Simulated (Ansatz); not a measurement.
CuPd₂, relaxed as a doublet with UKS PBE-D4/def2-TZVP in Ansatz, starting from the GFN2-xTB geometry. Force threshold 0.02 eV/Å.

In the def2 sets Pd takes a core potential; there is no spin–orbit coupling. The structure comes from a short search, and lower isomers may exist.

Start:

Cartesian coordinates in Å:
```
Pd -0.592 -1.172 0.621
Pd 0.404 1.187 0.734
Cu 0.187 -0.015 -1.355
```

Q: Estimate the energy that the relaxation releases and the steps that it takes.

A: 0.01 eV, in 3 steps; 15 s on 2 threads of Arm Neoverse V1 on a shared host. No frequencies were taken in this run, so the end may be a saddle point.

Q: Does the start keep its bonding and symmetry?

A: By distances, no bond broke or formed. The bond that changes most is Pd1–Pd2, from 2.56 to 2.52 Å (atoms count from 1). Point group C2v at the start, C2v at the end, both within 0.05 Å.

Q: Predict the relaxed structure.

A: 
```xyz
3

Pd   -0.5848   -1.1519    0.6337
Pd    0.3941    1.1666    0.7445
Cu    0.1907   -0.0147   -1.3782
```
Bond lengths (bridged metal pairs left out): 2 × Cu–Pd 2.44 Å; 1 × Pd–Pd 2.52 Å.
